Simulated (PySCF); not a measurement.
Species: `N#CC[P@](=O)(C(C)(C)C)C`. The columns A, B, C and D hold Mulliken, IAO, Hirshfeld and ESP-fitted charges (e) of one PBE0/pcSseg-1 density (PySCF), in a shuffled order. Coordinates in Å (GFN2-xTB); the density's dipole moment is (-1.32, 0.66, 0.28) D.

```
atom       x       y       z       A       B       C       D
  C1  -1.467  -0.998  -1.005  -0.173  -0.117  -0.422  -0.498
  C2  -0.936   0.036  -0.016  -0.776  -0.012  -0.170  +0.446
  C3  -1.864   0.131   1.191  -0.154  -0.118  -0.420  -0.551
  C4  -0.773   1.396  -0.680  -0.157  -0.122  -0.422  -0.546
  P5   0.667  -0.638   0.667  +0.871  +0.449  +1.510  +0.984
  C6   1.587   0.731   1.465  -0.481  -0.159  -0.689  -0.723
  O7   0.485  -1.807   1.535  -0.597  -0.394  -0.928  -0.678
  C8   1.769  -1.105  -0.764  -0.394  -0.089  -0.553  -0.702
  C9   2.148  -0.018  -1.605  +0.059  +0.087  +0.134  +0.501
 N10   2.452   0.863  -2.269  -0.257  -0.220  -0.255  -0.507
 H11  -0.916  -0.962  -1.943  +0.121  +0.039  +0.135  +0.114
 H12  -2.516  -0.806  -1.224  +0.125  +0.048  +0.147  +0.141
 H13  -1.384  -1.998  -0.578  +0.138  +0.043  +0.150  +0.118
 H14  -1.946  -0.842   1.673  +0.144  +0.043  +0.160  +0.144
 H15  -2.857   0.456   0.885  +0.122  +0.046  +0.142  +0.149
 H16  -1.478   0.842   1.921  +0.112  +0.040  +0.134  +0.126
 H17  -0.040   1.362  -1.483  +0.147  +0.031  +0.149  +0.140
 H18  -0.463   2.150   0.040  +0.119  +0.041  +0.138  +0.127
 H19  -1.727   1.707  -1.105  +0.122  +0.046  +0.145  +0.144
 H20   0.985   1.142   2.273  +0.162  +0.058  +0.170  +0.195
 H21   2.487   0.295   1.897  +0.166  +0.059  +0.174  +0.212
 H22   1.855   1.511   0.760  +0.169  +0.050  +0.170  +0.192
 H23   1.263  -1.887  -1.337  +0.203  +0.075  +0.198  +0.225
 H24   2.656  -1.541  -0.292  +0.208  +0.078  +0.203  +0.249
```

**Question.** Which column most likely holds the ESP-fitted charges?

**Answer.** D. Σ q r misses the density's dipole by 0.03 D (D), 0.64 D (B), 0.66 D (A), 1.78 D (C). Charges fitted to the outside potential are the only set here that is tied to the molecule's multipoles.

**Question.** And the Hirshfeld charges?

**Answer.** B. The mean sizes are 0.103 e (B), 0.249 e (A), 0.322 e (C), 0.350 e (D), and Hirshfeld charges are commonly the smallest of these schemes.

As computed, A = Mulliken, B = Hirshfeld, C = IAO, D = ESP-fitted. Hydrogens on carbon: Mulliken +0.11 to +0.21, Hirshfeld +0.03 to +0.08, IAO +0.13 to +0.20, ESP-fitted +0.11 to +0.25 e.

The Mulliken scheme counts on each atom the diagonal of the density matrix times the overlap matrix over that atom's basis functions. The Hirshfeld scheme divides the density at each point in proportion to the densities of the neutral, spherically averaged free atoms.

One conformer (not necessarily the lowest) at the GFN2-xTB geometry, without solvent, vibrations or thermal averaging.

The values belong to the conformer `[CH3:1][C:2]([CH3:3])([CH3:4])[P@@:5]([CH3:6])(=[O:7])[CH2:8][C:9]#[N:10]`: C1–C2–P5–C6 164°, C2–P5–C8–C9 63°.
